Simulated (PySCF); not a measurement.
C$_{4}$H$_{3}$O (SMILES [c]1ccoc1), doublet (typed; the unrestricted solution is spin-contaminated), geometry from GFN2-xTB; DF-CCSD/3-21G run with PySCF.

Here is a job for PySCF.
```python
from pyscf import gto, scf, cc

mol = gto.Mole()
mol.atom = '''
    O     0.00320980    0.03712410    1.10077705
    C    -0.00470459    1.13278412    0.30613156
    C     0.00607725   -1.03890390    0.29073263
    C    -0.00668530    0.73246643   -0.98335742
    C     0.00019942   -0.67268721   -1.02298200
    H    -0.00805670    2.09460371    0.77436666
    H     0.01233026   -2.00397519    0.75783522
    H     0.00072736   -1.30957797   -1.88156691
'''
mol.basis = '3-21g'
mol.spin = 1
mol.verbose = 3
mol.build()

mf = scf.UHF(mol)
mf = mf.density_fit(auxbasis='def2-universal-jkfit')
mf.kernel()

mycc = cc.CCSD(mf)
mycc.kernel()
print('E(CCSD) = %.10f' % mycc.e_tot)
mf.analyze()
```

Output, abridged:

```
converged SCF energy = -226.692181541525  <S^2> = 1.0813028  2S+1 = 2.3076419
E(UCCSD) = -227.1670274769179  E_corr = -0.4748459353929242
E(CCSD) = -227.1670274769
**** MO energy ****
                             alpha | beta                alpha | beta
MO #1   energy= -20.5343522045545  | -20.5330214319104  occ= 1 | 1
MO #2   energy= -11.2489681596142  | -11.2407358500597  occ= 1 | 1
MO #3   energy= -11.2278393930828  | -11.2370691598443  occ= 1 | 1
MO #4   energy= -11.2188754604116  | -11.1916263676824  occ= 1 | 1
MO #5   energy= -11.1820245111061  | -11.1806118733945  occ= 1 | 1
MO #6   energy= -1.48993952010199  | -1.48415352684274  occ= 1 | 1
MO #7   energy= -1.11656268095456  | -1.08841674014812  occ= 1 | 1
MO #8   energy= -1.01793032548289  | -1.00931688778991  occ= 1 | 1
MO #9   energy= -0.807672771059412 | -0.801047694374748 occ= 1 | 1
MO #10  energy= -0.786855454567137 | -0.774563622459782 occ= 1 | 1
MO #11  energy= -0.739895681927946 | -0.69487423928626  occ= 1 | 1
MO #12  energy= -0.645445401641443 | -0.646864147036877 occ= 1 | 1
MO #13  energy= -0.614477389298554 | -0.610370219184976 occ= 1 | 1
MO #14  energy= -0.593330610754442 | -0.585761822016339 occ= 1 | 1
MO #15  energy= -0.543526823553688 | -0.530887943906813 occ= 1 | 1
MO #16  energy= -0.470598226054923 | -0.40929968807778  occ= 1 | 1
MO #17  energy= -0.431984110115311 | -0.345755262978655 occ= 1 | 1
MO #18  energy= -0.342459814573905 | 0.112150056001951  occ= 1 | 0
MO #19  energy= 0.176846679348592  | 0.180281016630389  occ= 0 | 0
MO #20  energy= 0.244579339026734  | 0.27819652205203   occ= 0 | 0
MO #21  energy= 0.299929322919341  | 0.300019606978943  occ= 0 | 0
MO #22  energy= 0.323626264972267  | 0.325566088183599  occ= 0 | 0
MO #23  energy= 0.331008046198052  | 0.331722248412599  occ= 0 | 0
MO #24  energy= 0.402871200092812  | 0.417250634293781  occ= 0 | 0
MO #25  energy= 0.408026814382861  | 0.429556527337454  occ= 0 | 0
MO #26  energy= 0.525869061122513  | 0.544095007615685  occ= 0 | 0

To work with the spin densities directly, `use mulliken_meta_spin()` only printing them here.

 ** Mulliken spin pop alpha/beta on meta-lowdin orthogonal AOs **
 ** Mulliken Spin Density (per atom)  **
spin density of  0 O =      0.02647
spin density of  1 C =     -0.52964
spin density of  2 C =      0.43184
spin density of  3 C =      1.43922
spin density of  4 C =     -0.40517
spin density of  5 H =      0.03267
spin density of  6 H =     -0.02231
spin density of  7 H =      0.02691
 ** Mulliken pop alpha/beta on meta-lowdin orthogonal AOs **
 ** Mulliken atomic charges   ( Nelec_alpha | Nelec_beta ) **
charge of  0O =     -0.31200  (     4.16923      4.14276 )
charge of  1C =      0.04870  (     2.71083      3.24047 )
charge of  2C =      0.08702  (     3.17241      2.74057 )
charge of  3C =     -0.03495  (     3.73708      2.29787 )
charge of  4C =     -0.17467  (     2.88475      3.28992 )
charge of  5H =      0.13119  (     0.45074      0.41807 )
charge of  6H =      0.12750  (     0.42510      0.44740 )
charge of  7H =      0.12722  (     0.44985      0.42294 )
Dipole moment(X, Y, Z, Debye):  0.00079, -0.52553, -0.59422
```
